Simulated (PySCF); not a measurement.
Energy of B²⁺ (boron, charge +2) between two integer charges

The 2s alpha orbital of [He] 2s1 is emptied in steps (occupation f), with all orbitals relaxed, ending at 1s2. Calculation: PySCF 2.14, in def2-TZVPPD (6s3p3d1f, 37 functions); no relativity, point nucleus. The exact energy is a straight line in f; departures are measured from the line between the end points of the same method.

```
   f  UHF (eV)  LDA (eV)  PBE (eV)  PBE0 (eV)  LC-wPBE (eV)  BHandHLYP (eV)  CAM-B3LYP (eV)  BLYP (eV)
   1     0.000     0.000     0.000      0.000         0.000           0.000           0.000      0.000
0.75     0.001    -1.011    -1.037     -0.766        -0.208          -0.569          -0.546     -1.097
 0.5     0.001    -1.294    -1.349     -0.993        -0.255          -0.756          -0.715     -1.440
0.25     0.001    -0.896    -0.974     -0.714        -0.176          -0.573          -0.527     -1.059
   0     0.000     0.000     0.000      0.000         0.000           0.000           0.000      0.000
```

| method | E(f=0) − E(f=1) (eV) | −ε at f=1 (eV) | −ε at f=0.5 (eV) |
| --- | --- | --- | --- |
| UHF | 37.810 | 37.814 | 37.810 |
| LDA | 37.881 | 32.350 | 38.161 |
| PBE | 38.267 | 32.639 | 38.427 |
| PBE0 | 38.212 | 34.040 | 38.346 |
| LC-wPBE | 38.351 | 37.167 | 38.438 |
| BHandHLYP | 38.341 | 35.289 | 38.343 |
| CAM-B3LYP | 38.440 | 35.484 | 38.498 |
| BLYP | 38.412 | 32.502 | 38.514 |

Orbital energy along the path (eV):

```json
{"f": "1", "UHF": "-37.814", "LDA": "-32.350", "PBE": "-32.639", "PBE0": "-34.040", "LC-wPBE": "-37.167", "BHandHLYP": "-35.289", "CAM-B3LYP": "-35.484", "BLYP": "-32.502"}
{"f": "0.75", "UHF": "-37.812", "LDA": "-35.310", "PBE": "-35.587", "PBE0": "-36.242", "LC-wPBE": "-37.859", "BHandHLYP": "-36.835", "CAM-B3LYP": "-37.021", "BLYP": "-35.542"}
{"f": "0.5", "UHF": "-37.810", "LDA": "-38.161", "PBE": "-38.427", "PBE0": "-38.346", "LC-wPBE": "-38.438", "BHandHLYP": "-38.343", "CAM-B3LYP": "-38.498", "BLYP": "-38.514"}
{"f": "0.25", "UHF": "-37.808", "LDA": "-40.701", "PBE": "-41.058", "PBE0": "-40.272", "LC-wPBE": "-38.871", "BHandHLYP": "-39.798", "CAM-B3LYP": "-39.861", "BLYP": "-41.316"}
{"f": "0", "UHF": "-37.806", "LDA": "-40.927", "PBE": "-41.763", "PBE0": "-40.697", "LC-wPBE": "-39.066", "BHandHLYP": "-42.307", "CAM-B3LYP": "-41.841", "BLYP": "-44.435"}
```

Reference removal energy between the ground levels: 37.931 eV (measured; NIST Atomic Spectra Database, ionization energies). UHF lacks correlation.
